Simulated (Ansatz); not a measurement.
(1) Predict a relaxed structure of SnH2Me(NHMe) (C2H9NSn), charge 0, singlet, at B3LYP-D4/def2-SVP (Ansatz).

Results:

(1) 
```csv
atom,x (Å),y (Å),z (Å)
C1,0.004,-0.154,2.454
C2,0.424,-0.155,-2.281
N3,0.540,-0.440,-0.860
Sn4,-0.597,0.591,0.515
H5,-0.187,2.247,0.280
H6,-2.304,0.383,0.274
H7,-0.490,0.419,3.252
H8,1.094,-0.055,2.559
H9,-0.273,-1.214,2.553
H10,0.549,-1.443,-0.684
H11,-0.529,-0.471,-2.760
H12,0.524,0.931,-2.458
H13,1.244,-0.638,-2.844
```
 This is one stationary point.

In the def2 sets Sn takes a core potential; there is no spin–orbit coupling.
